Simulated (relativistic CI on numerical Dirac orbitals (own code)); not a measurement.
## Inner-shell lines of Ba XLV

These numbers are calculated, not measured: Dirac-Coulomb-Breit CI, KLI orbitals optimised for each configuration, model QED, unscaled Slater integrals (own radial code, finite nucleus).

CI space (outside the closed core 2s2 2p6): 1s²3s², 1s3s²3p, 1s3s²4p, 1s3s3p4p, 1s²3s3p, 1s3s3p². Levels of other configurations are missing.

The table holds the strongest lines. The upper levels have an inner-shell vacancy. Auger decay, open to those above the ionisation limit, is not computed, and radiative decays to configurations outside the model are missing too. Absolute energies can be off by a few tenths of a per cent, so close lines can change order. LS names give the leading component, which can be well under half, for lower levels too. Brackets number the levels in order of energy.

| E (eV) | Upper | Lower | A (s⁻¹) | gA (s⁻¹) |
| --- | --- | --- | --- | --- |
| 36936.0 | 1s3s3p² ⁵P3 [13] | 1s²3s3p ³P°2 [4] | 6.11e+14 | 4.28e+15 |
| 36939.6 | 1s3s3p² ³P1 [14] | 1s²3s3p ³P°2 [4] | 7.43e+14 | 2.23e+15 |
| 36939.7 | 1s3s²3p ³P°1 [6] | 1s²3s² ¹S0 [1] | 7.48e+14 | 2.24e+15 |
| 36940.7 | 1s3s3p² ¹D2 [18] | 1s²3s3p ¹P°1 [5] | 6.36e+14 | 3.18e+15 |
| 36954.1 | 1s3s3p² ³D2 [15] | 1s²3s3p ³P°2 [4] | 4.53e+14 | 2.26e+15 |
| 37037.0 | 1s3s3p² ³D3 [20] | 1s²3s3p ³P°2 [4] | 6.15e+14 | 4.31e+15 |
| 37039.7 | 1s3s3p² ³P1 [14] | 1s²3s3p ³P°0 [2] | 1.33e+15 | 3.99e+15 |
| 37044.0 | 1s3s3p² ³D2 [15] | 1s²3s3p ³P°1 [3] | 1.65e+15 | 8.27e+15 |
| 37051.6 | 1s3s²3p ¹P°1 [11] | 1s²3s² ¹S0 [1] | 1.71e+15 | 5.14e+15 |
| 37052.0 | 1s3s3p² ¹P1 [24] | 1s²3s3p ¹P°1 [5] | 2.40e+15 | 7.20e+15 |
| 37055.3 | 1s3s3p² ³P2 [21] | 1s²3s3p ³P°2 [4] | 2.04e+15 | 1.02e+16 |
| 37057.4 | 1s3s3p² ³D1 [16] | 1s²3s3p ³P°1 [3] | 1.14e+15 | 3.43e+15 |
| 37071.2 | 1s3s3p² ³S1 [22] | 1s²3s3p ³P°2 [4] | 1.09e+15 | 3.27e+15 |
| 38544.0 | 1s3s3p4p ³D3 [45] | 1s²3s3p ³P°2 [4] | 2.57e+14 | 1.80e+15 |
| 38582.5 | 1s3s3p4p ³D2 [39] | 1s²3s3p ³P°1 [3] | 3.76e+14 | 1.88e+15 |
| 38585.9 | 1s3s3p4p ³D1 [37] | 1s²3s3p ³P°0 [2] | 5.78e+14 | 1.73e+15 |
| 38587.6 | 1s3s3p4p ³D3 [54] | 1s²3s3p ³P°2 [4] | 3.65e+14 | 2.56e+15 |
| 38591.8 | 1s3s3p4p ³S1 [55] | 1s²3s3p ³P°2 [4] | 6.04e+14 | 1.81e+15 |
| 38599.8 | 1s3s3p4p ³D3 [56] | 1s²3s3p ³P°2 [4] | 2.74e+14 | 1.92e+15 |
| 38600.7 | 1s3s²4p ¹P°1 [29] | 1s²3s² ¹S0 [1] | 6.53e+14 | 1.96e+15 |
